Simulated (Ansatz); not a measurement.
Reaction (redistribution): `CB(N)O` + `F[SiH2]C#[C][GeH3]` → `NB(O)[SiH2]F` + `CC#[C][GeH3]`

Gas-phase electronic energies from Ansatz, PBE0-D4/def2-TZVP geometries. CBS: MP2 limit from def2 TZ/QZ plus the TZ coupled-cluster correction, frozen cores. This one scheme is used for every species. DFT in def2-TZVPP. For Ge outer-core shells are correlated without core-valence functions, which leaves a few kJ/mol of doubt a bond. Scalar relativity is left out up to krypton. Each species was taken in one conformer, which may not be the lowest.

CCSD(T)/CBS gives +86.1 kJ/mol.

(1) Another level gave +69.9 kJ/mol. Which?
A. PBE0-D4/def2-TZVPP
B. ωB97X-V/def2-TZVPP
C. ωB97M-V/def2-TZVPP
D. PBE-D4/def2-TZVPP

Largest T1 diagnostic among the species: 0.013.

Answers

(1) A. PBE0-D4 69.9, ωB97M-V 82.8, PBE-D4 64.6, ωB97X-V 75.3 kJ/mol.

From PBE to PBE0 (25 % exact exchange), in def2-TZVPP and without D4, ΔE moves by +5.3 kJ/mol.
